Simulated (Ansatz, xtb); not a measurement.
# ClGeH5N2: which of two isomers lies lower

Structure X is `[NH]=[Ge@H-]([NH3+])[Cl]`, a singlet and structure Y is `N[NH][GeH2][Cl]`, a singlet. Both are isolated molecules in the gas phase, relaxed with B3LYP-D3(BJ)/def2-SVP; the shapes shown needn't be the lowest conformers.

X (Å):

```xyz
9

Cl    1.1416   -2.4939   -0.4305
Ge   -0.9280   -2.1079   -1.2261
N    -1.3999   -0.6426   -2.0032
N    -1.6187   -1.4171    0.5948
H    -1.2051   -0.5987   -3.0066
H    -1.5318   -3.5359   -1.2282
H    -2.4265   -1.8874    1.0084
H    -1.8761   -0.4662    0.2968
H    -0.8554   -1.3785    1.2753
```

Y (Å):

```yaml
atoms:
  - { symbol: Cl, position_ang: [1.1235, -1.5961, 0.3422] }
  - { symbol: Ge, position_ang: [-0.4475, -0.8310, -1.0016] }
  - { symbol: N, position_ang: [-2.3899, -2.5182, 0.1575] }
  - { symbol: N, position_ang: [-1.8248, -2.0347, -1.0470] }
  - { symbol: H, position_ang: [-3.0203, -1.8128, 0.5391] }
  - { symbol: H, position_ang: [-1.6685, -2.7087, 0.8589] }
  - { symbol: H, position_ang: [-1.7488, -2.7840, -1.7312] }
  - { symbol: H, position_ang: [-0.9305, 0.4707, -0.3454] }
  - { symbol: H, position_ang: [0.1405, -0.6702, -2.4128] }
```

**Question.** Which of the two would you expect CCSD(T)/def2-SVP + ΔMP2/def2-TZVPP electronic energies to favour?

**Answer.** Structure X; the calculation gives E(Y) − E(X) = +27.8 kJ/mol.

Level by level:

| level | geometry | E(Y) − E(X) (kJ/mol) | departure from the last row (kJ/mol) | job, with rough time for the two |
| --- | --- | --- | --- | --- |
| B3LYP-D3(BJ)/def2-SVP | B3LYP-D3(BJ)/def2-SVP | +4.9 | −22.9 | optimisation, 73 s |
| HF/def2-SVP | B3LYP-D3(BJ)/def2-SVP | −27.8 | −55.7 | part of the CCSD(T) run |
| MP2/def2-SVP | B3LYP-D3(BJ)/def2-SVP | +18.0 | −9.8 | part of the CCSD(T) run |
| CCSD(T)/def2-SVP | B3LYP-D3(BJ)/def2-SVP | +5.7 | −22.1 | single point |
| CCSD(T)/def2-SVP + ΔMP2/def2-TZVPP | B3LYP-D3(BJ)/def2-SVP | +27.8 |  | single point, 28 s |

As drawn, Y has 1 N–N, 1 Ge–H in place of 1 Ge=N, 1 N–H.

HF/def2-SVP puts the two in the other order. The largest departure from CCSD(T)/def2-SVP + ΔMP2/def2-TZVPP is that of HF/def2-SVP, 55.7 kJ/mol. Levels run at GFN2-xTB geometries aren't shown. The last row adds to CCSD(T) the change of the MP2 difference between the two basis sets, here +22.1 kJ/mol, a large step that makes the value less sure.

With harmonic frequencies from B3LYP-D3(BJ)/def2-SVP (ideal gas, rigid rotor, one conformer each, 298.15 K, 1 atm): the zero-point term adds −1.0 kJ/mol; ΔH is +25.1 and ΔG +27.5 kJ/mol.

The correlated steps freeze 16 core orbitals; the filled d shell of Ge is correlated, in a basis made for valence electrons. Programs: Ansatz 0.2.0; the last row on 2 threads of Arm Neoverse V1 on a shared host.
